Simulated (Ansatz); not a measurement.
Basis-set extrapolation for CH$_{5}$AlS$_{2}$, SMILES `[CH3][Al]([SH])[SH]` (PBE0-D4/def2-TZVP geometry, frozen core, the Gaussian-basis code of Ansatz). Multiplicity 1, RHF reference.

|  | def2-TZVPP | def2-QZVPP |
| --- | --- | --- |
| HF | -1077.916538 | -1077.947744 |
| MP2 correlation | -0.609890 | -0.659207 |
| CCSD(T) correlation | -0.694077 | -0.740259 |

Energies in hartree. Use E(X) = E(∞) + A·exp(−7.88·√X) for Hartree–Fock and E(X) = E(∞) + B·X^(−2.97) for correlation, with X = 3 and 4.

Q: What is the CCSD(T) energy at the basis-set limit?

A: HF limit: -1077.947744 + (-0.031206) × 0.13774 = -1077.95204. Correlation limit: -0.740259 + (-0.046182) × 0.74074 = -0.77447. Total: -1078.72651 hartree, 3.15 eV below CCSD(T)/def2-TZVPP.
